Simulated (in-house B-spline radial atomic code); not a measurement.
Checks on a self-consistent run for the beryllium ion Be⁺, [He] 2s1. Level of theory: non-relativistic Hartree-Fock, average of configuration, point nucleus; calculated with an all-electron radial atomic-structure program (B-spline basis).

```tsv
orbital	q	ε (Eh)	<1/r>	<r²>
1s	2	-5.13834	3.68245	0.233031
2s	1	-0.66615	0.60744	6.0886
```

Electron-electron repulsion V_ee = 3.3346 hartree, kinetic energy T = 14.2774 hartree.

Task: What total energy follows from the eigenvalues?

Result: The eigenvalues count the repulsion twice, so E = Σqε - V_ee = -10.943 - 3.335 = -14.277 hartree; the run printed -14.277.

Task: What is the virial ratio?

Result: -V/T = (T - E)/T = 2.000000; at the Hartree-Fock limit it is 2.

Task: What diamagnetic shielding (Lamb formula) and susceptibility (Langevin formula) do the radii give?

Result: σ = (α²/3)Σq<1/r> = 7.97234/(3·137.036²) = 141.51 ppm, and χ = -0.79199×10⁻⁶·Σq<r²> = -5.191×10⁻⁶ cm³/mol with Σq<r²> = 6.5547 bohr². Both are non-relativistic formulas without the paramagnetism of open shells.
